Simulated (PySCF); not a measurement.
SMILES CC[SiH3] (C2H8Si), GFN2-xTB optimised geometry.

```
11

C      1.67    -0.73     0.00
C      0.14    -0.73     0.00
Si    -0.60     1.02     0.00
H      2.05    -0.22     0.88
H      2.06    -1.75     0.00
H      2.05    -0.22    -0.88
H     -0.21    -1.28     0.87
H     -0.21    -1.28    -0.87
H     -0.15     1.75    -1.19
H     -2.06     0.92    -0.01
H     -0.16     1.74     1.20
```

Density from PBE0/def2-TZVP run with PySCF at that geometry.

Minimum of the electron density along straight lines between bonded atoms, close to the bond critical point (lines longer than 1.1 times the sum of covalent radii, or with two minima, are not listed):

```csv
bond,length / Å,ρ at the minimum / e bohr⁻³,∇²ρ there / e bohr⁻⁵,position (fraction from the first atom)
C1–C2,1.525,0.242,-0.58,0.50
C2–Si3,1.902,0.117,0.15,0.61
C1–H4,1.088,0.279,-0.96,0.64
C1–H5,1.090,0.278,-0.95,0.64
C1–H6,1.088,0.279,-0.96,0.64
C2–H7,1.092,0.274,-0.91,0.64
C2–H8,1.092,0.274,-0.91,0.64
Si3–H9,1.465,0.123,0.20,0.49
Si3–H10,1.464,0.124,0.20,0.49
Si3–H11,1.465,0.123,0.20,0.49
```
